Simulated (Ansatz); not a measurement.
One geometry of AlSi7H16⁻, a doped cluster cut from the lattice of silicon (Al on a surface site), several levels of theory.

```yaml
crystal:
  periodic: [false, false, false]
  atoms:
    - {symbol: Si, position_ang: [-1.588902, 1.558887, -1.287542]}
    - {symbol: Si, position_ang: [1.533482, -1.602558, -1.189044]}
    - {symbol: Si, position_ang: [-1.581188, -1.567096, 1.287105]}
    - {symbol: Si, position_ang: [1.523123, 1.608991, 1.189380]}
    - {symbol: Al, position_ang: [-3.050030, -0.004995, 0.002913]}
    - {symbol: Si, position_ang: [-0.012991, -2.851878, 0.076119]}
    - {symbol: Si, position_ang: [-0.026063, 2.851928, -0.078545]}
    - {symbol: Si, position_ang: [2.774617, 0.007543, -0.000172]}
    - {symbol: H, position_ang: [-2.337985, 2.660284, -2.031099]}
    - {symbol: H, position_ang: [-0.708607, 0.963868, -2.375235]}
    - {symbol: H, position_ang: [2.549396, -2.519148, -1.844290]}
    - {symbol: H, position_ang: [0.829678, -0.881486, -2.311141]}
    - {symbol: H, position_ang: [-2.327431, -2.673689, 2.025850]}
    - {symbol: H, position_ang: [-0.704259, -0.973193, 2.378122]}
    - {symbol: H, position_ang: [0.820548, 0.882502, 2.308745]}
    - {symbol: H, position_ang: [2.532823, 2.529852, 1.848171]}
    - {symbol: H, position_ang: [-3.928264, -0.876482, -1.059404]}
    - {symbol: H, position_ang: [-3.924671, 0.864401, 1.069908]}
    - {symbol: H, position_ang: [-0.681984, -3.750716, -0.944740]}
    - {symbol: H, position_ang: [0.821716, -3.784050, 0.935751]}
    - {symbol: H, position_ang: [0.806797, 3.784567, -0.939452]}
    - {symbol: H, position_ang: [-0.698320, 3.751001, 0.939959]}
    - {symbol: H, position_ang: [3.686248, 0.719182, -0.978471]}
    - {symbol: H, position_ang: [3.692265, -0.697727, 0.977092]}
basis:
  gaussian: {orbitals: def2-SVPD, initial_orbitals: start.molden}
total_charge: -1
hamiltonian: {xc: pbe}
correlation: {method: rpa}
scf: {omitted_lower_state_checks: [starts]}
```

The file start.molden holds the orbitals of an earlier run on this structure, at another level or in another basis.

```sh
$ ansatz run in.yaml --threads 4 --pin off --events-out ev --progress --plain --max-ram 6963MiB
```

It prints (some lines left out):

```
Functional definition: PBE
3086 factors; integrals over basis functions are off by at most 1.1e-3 eV
mean field evaluation 1: about -61951.0270 eV, gradient 1.0e1 eV
mean field evaluation 2: about -61951.3108 eV, gradient 2.6e-1 eV
mean field evaluation 4: about -61951.2993 eV, gradient 4.1e-4 eV
mean field -61951.29933109 eV, -2276.6682583188 hartree, gradient 1.2e-6 eV, S^2 0.000000; 0 other end points of the search recorded, 0 dependent functions left out
40 core orbitals not correlated: weight in the atoms' cores, before any rotation towards them, 1.000 or more for the frozen orbitals, at most 0.000 for the correlated occupied ones
reference -61851.77095397 eV, -2273.0106579224 hartree; 24, 24 occupied and 256, 256 virtual orbitals, 3086 factors
Total energy: -61897.39321417 eV, -2274.6872450606 hartree
Checks for a lower state left out: starts
```

Hardware: 4 threads of AMD EPYC 9B45 on a shared host. Wall time 7.5 s, peak host memory 1.7 GiB.

First input, but with `hamiltonian: {xc: pbe, dispersion: d4}`, `output: {orbitals: {seedname: orbitals}}` and without the key `correlation` (abridged; 3.2 s):

```
Functional definition: PBE
mean field -61951.29945581 eV, -2276.6682629020 hartree, gradient 1.3e-5 eV, S^2 0.000000
Total energy: -61952.29189224 eV, -2276.7047342680 hartree
Checks for a lower state left out: starts
```

Geometry: PBE-D4/def2-SVP.

Correlated methods freeze 40 core orbitals.
